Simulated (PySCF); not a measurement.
# Si⁴⁺ (silicon, charge +4): Hartree-Fock from Schrödinger to Dirac-Coulomb-Breit

Occupied: 1s1/2, 2s1/2, 2p1/2, 2p3/2. Hartree-Fock calculated with PySCF 2.14 in an uncontracted even-tempered set (22 s from 0.092 bohr⁻², ratio 2.3; 14 p from 0.11 bohr⁻², ratio 2.3), Gaussian nucleus throughout. NR is non-relativistic, sf-X2C the spin-free one-electron X2C Hamiltonian, X2C adds the bare one-electron spin-orbit term, X2C-SNSO screens it by Boettger's factors, DC is four-component Dirac-Coulomb, and the Gaunt and Breit terms are added at first order (total energies over the DC spinors, levels after relaxing the spinors in that mean field). QED terms are absent. Levels marked empty are virtual spinors of this ion.

```json
{"Hamiltonian": "NR", "E (hartree)": "-285.1806", "E − E(DC) (hartree)": "0.6218", "CPU seconds": "0.51"}
{"Hamiltonian": "sf-X2C", "E (hartree)": "-285.7804", "E − E(DC) (hartree)": "0.0220", "CPU seconds": "0.28"}
{"Hamiltonian": "X2C", "E (hartree)": "-285.7808", "E − E(DC) (hartree)": "0.0216", "CPU seconds": "0.36"}
{"Hamiltonian": "X2C-SNSO", "E (hartree)": "-285.7807", "E − E(DC) (hartree)": "0.0217", "CPU seconds": "0.36"}
{"Hamiltonian": "DC", "E (hartree)": "-285.8025", "E − E(DC) (hartree)": "0.0000", "CPU seconds": "12"}
{"Hamiltonian": "DC+Gaunt", "E (hartree)": "-285.7441", "E − E(DC) (hartree)": "0.0583", "CPU seconds": "24"}
{"Hamiltonian": "DC+Breit", "E (hartree)": "-285.7480", "E − E(DC) (hartree)": "0.0544", "CPU seconds": "75"}
```

**Question.** Give the 2p spin-orbit interval with each Hamiltonian that has one.

**Answer.** X2C 0.8233; X2C-SNSO 0.7053; DC 0.6917; DC+Gaunt 0.6558; DC+Breit 0.6558 (eV).

```tsv
level (eV)	NR	sf-X2C	X2C	X2C-SNSO	DC	DC+Gaunt	DC+Breit
1s1/2	-1927.2	-1931.7	-1931.7	-1931.7	-1932.2	-1931.2	-1931.2
2s1/2	-219.72	-220.50	-220.50	-220.50	-220.52	-220.48	-220.48
2p1/2	-168.52	-168.54	-169.09	-169.01	-169.01	-168.93	-168.94
2p3/2	-168.52	-168.54	-168.27	-168.30	-168.32	-168.27	-168.28
3s1/2 (empty)	-44.617	-44.707	-44.707	-44.707	-44.710	-44.705	-44.705
3p1/2 (empty)	-35.913	-35.925	-35.971	-35.964	-35.964	-35.957	-35.958
3p3/2 (empty)	-35.913	-35.925	-35.902	-35.905	-35.906	-35.902	-35.903
```

Weight of the small component: 1s1/2 0.00246, 2s1/2 0.000356, 2p1/2 0.000330, 2p3/2 0.000328, 3s1/2 5.46e-05, 3p1/2 4.57e-05, 3p3/2 4.56e-05.

Koopmans' value for the highest occupied level at DC+Breit: 168.28 eV, against an ionisation energy of 166.77 eV (measured; NIST Atomic Spectra Database, ionization energies); the former lacks relaxation, correlation, QED and recoil.

The whole ladder took 120 s of wall time on 1 thread of Neoverse-V1 (shared host), launched as `OMP_NUM_THREADS=1 python relrun2.py TASK.json OUT` (a driver that calls PySCF for each Hamiltonian).
